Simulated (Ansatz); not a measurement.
Wavefunction ladder for C9H12 (`Cc1ccc(C)c(C)c1`)

```xyz
21

C     1.029   -2.744    1.230
C     0.353   -1.543    0.641
C    -1.016   -1.520    0.418
C    -1.625   -0.390   -0.108
C    -0.896    0.746   -0.428
C    -1.574    1.953   -0.996
C     0.489    0.735   -0.210
C     1.322    1.934   -0.543
C     1.083   -0.404    0.317
H     0.382   -3.622    1.190
H     1.954   -2.981    0.699
H     1.291   -2.574    2.279
H    -1.615   -2.394    0.655
H    -2.697   -0.393   -0.277
H    -1.429    2.833   -0.362
H    -2.647    1.787   -1.099
H    -1.178    2.211   -1.984
H     1.246    2.193   -1.604
H     2.373    1.758   -0.314
H     0.998    2.816    0.018
H     2.157   -0.403    0.479
```

Charge 0, multiplicity 1. All single points use the PBE0-D4/def2-TZVP geometry. Frozen core, restricted reference, the Gaussian-basis code of Ansatz. CBS rows extrapolate triple and quadruple zeta; past MP2 they add the triple-zeta difference.

```json
{"basis": "def2-SVP", "HF (Eh)": "-347.56289", "MP2 corr.": "-1.21783"}
{"basis": "def2-TZVPP", "HF (Eh)": "-347.93689", "MP2 corr.": "-1.47857"}
{"basis": "def2-QZVPP", "HF (Eh)": "-347.95186", "MP2 corr.": "-1.57048"}
```

Question: Estimate the CCSD correlation energy and the (T) correction in each basis where they were run (hartree).

Answer: 
```
     basis  CCSD corr.       (T)
  def2-SVP    -1.29115  -0.05179
def2-TZVPP    -1.52900  -0.07547
 CBS(def2)    -1.68898     as TZ
```
